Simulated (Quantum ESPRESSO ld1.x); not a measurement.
Radial electron density D(r) = 4 pi r^2 rho(r) of an atom or ion with 16 electrons. Calculated with ld1.x of Quantum ESPRESSO 7.5: non-relativistic Kohn-Sham, LDA (Slater exchange, Perdew-Zunger correlation), spin-polarised, spherical densities, point nucleus.

| r (bohr) | D(r) (e/bohr) | spin D(r) |
|---|---|---|
| 0.007941 | 3.077 | 0.00431 |
| 0.01018 | 4.621 | 0.00677 |
| 0.01314 | 6.849 | 0.0109 |
| 0.01698 | 9.810 | 0.0177 |
| 0.02193 | 13.44 | 0.0300 |
| 0.02833 | 17.41 | 0.0533 |
| 0.0366 | 20.99 | 0.100 |
| 0.04728 | 23.15 | 0.197 |
| 0.06107 | 22.97 | 0.391 |
| 0.07889 | 20.48 | 0.755 |
| 0.1019 | 17.28 | 1.36 |
| 0.1316 | 16.03 | 2.22 |
| 0.1687 | 18.06 | 3.10 |
| 0.2179 | 21.49 | 3.63 |
| 0.2815 | 21.75 | 3.29 |
| 0.3636 | 16.52 | 2.20 |
| 0.4697 | 9.397 | 1.28 |
| 0.6067 | 6.078 | 1.46 |
| 0.7837 | 6.819 | 2.24 |
| 1.012 | 6.849 | 2.28 |
| 1.308 | 4.296 | 1.42 |
| 1.689 | 1.814 | 0.794 |
| 2.165 | 0.8742 | 0.675 |
| 2.796 | 0.4747 | 0.458 |
| 3.612 | 0.1467 | 0.146 |
| 4.666 | 0.01781 | 0.0178 |
| 6.027 | 0.0006805 | 0.000680 |

What is the nuclear charge?

Answer. Z = 20. The innermost maximum, from 1s, lies near 1/Z = 0.05 bohr (found: 0.0529), and its height grows with Z. The density is that of the calcium ion Ca4+ in [He] 2s2 2p5 3s2 3p4 4s1; the configuration itself is not fixed sharply by these data, and Z only to about a unit. D(r) has 3 maxima, at r = 0.0529, 0.252, 0.898 bohr, and minima at 0.127, 0.631 bohr, inside which lie 2.18, 9.34 electrons.
